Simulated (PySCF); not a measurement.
[Er(NH3)2]3+: from a saddle point downhill

PySCF 2.14.0, RKS BP86, Er lcecp-1-SVP with ECP57, N def2-SVP, H def2-SVP; non-relativistic Hamiltonian with scalar-relativistic core potentials where named; density fitting; no spin-orbit coupling. Relaxed within the symmetry of its start, the geometry (D3d) is

```xyz
9

Er    0.0000    0.0000    0.0000
N     0.0000    0.0000    2.3976
H     0.8161    0.4712    2.8660
H    -0.8161    0.4712    2.8660
H     0.0000   -0.9423    2.8660
N     0.0000    0.0000   -2.3976
H     0.8161   -0.4712   -2.8660
H    -0.8161   -0.4712   -2.8660
H     0.0000    0.9423   -2.8660
```

and its lowest harmonic modes are -118, -118, 39, 363, 364, 635 cm⁻¹ (negative: unstable; uncertain by 10 to 30 cm⁻¹). It was moved along the lowest mode and relaxed again.

(1) Where does it end, and how much lower?

(2) How do the contacts change?

No frequency check is given for the end, and other unstable modes may remain.

An lcecp potential fixes the number of 4f electrons, so in runs with it no electron can move into or out of that shell.

State: singlet in the valence, with the 4f electrons in the core potential.

## Answers

(1) In C1, 0.450 eV lower, after 19 steps:
```xyz
9

Er    0.8802    0.7255   -0.0001
N    -0.1382   -0.1201    1.9274
H     0.3604    0.1096    2.8270
H    -1.1182    0.2133    2.1216
H    -0.2383   -1.1665    1.9844
N    -0.1417   -0.1183   -1.9264
H     0.4348   -0.8022   -2.4832
H    -1.0484   -0.6355   -1.7993
H    -0.3912    0.6046   -2.6515
```

(2) 
```json
{"contact": "Er1–N2 (NH3)", "saddle (Å)": "2.398", "end (Å)": "2.338"}
{"contact": "Er1–N6 (NH3)", "saddle (Å)": "2.398", "end (Å)": "2.338"}
```
